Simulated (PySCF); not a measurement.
[PrBr2]+ at several levels of theory

Computed with PySCF 2.14.0 (density fitting, no spin-orbit coupling) at the geometry relaxed with PBE0:

```xyz
3
[PrBr2]+ (singlet in the valence; each metal's 4f electrons, 2 of them, lie in its core potential, out of spins and levels)
Pr    0.0000    0.0000   -0.8644
Br    2.1088    0.0000    0.6730
Br   -2.1088    0.0000    0.6730
```

```csv
level,basis,state,HOMO (eV),gap (eV),charge on Pr1 (e),population of f-type functions on Pr1 (polarisation alone where 4f lies in the core),dipole about the centre of mass (D),largest force component (eV/Å)
PBE0,"Pr lcecp-1-SVP with ECP48, Br def2-SVP",singlet,-12.74,5.15,1.31,0.05,7.99,0.03
PBE0,"Pr lcecp-1-TZVP with ECP48, Br def2-TZVP",singlet,-12.69,5.21,1.56,0.06,7.88,0.07
```

In the lcecp rows the 4f levels are missing from HOMO and gap, and the state counts the valence alone.

Charges are Mulliken's, which hang on the basis. The relaxation used the grid (50, 194), these runs (75, 302) or, all-electron (x2c bases, spin-free X2C Hamiltonian), (99, 590).

Question: A further run in the first row's basis gives HOMO (eV) -15.33, gap (eV) 10.07, charge on Pr1 (e) 1.62, population of f-type functions on Pr1 (polarisation alone where 4f lies in the core) 0.05, dipole about the centre of mass (D) 9.52, largest force component (eV/Å) 0.65. Which level was it?
A. HF
B. PBE

Answer: A. The others give HOMO -11.57 eV (PBE).

In the first row's basis the gap widens with exact exchange: 3.3 eV for PBE (none); 5.2 eV for PBE0 (a fixed share); 10.1 eV for Hartree–Fock (rising or full at long range).

An lcecp potential fixes the number of 4f electrons, so in runs with it no electron can move into or out of that shell.
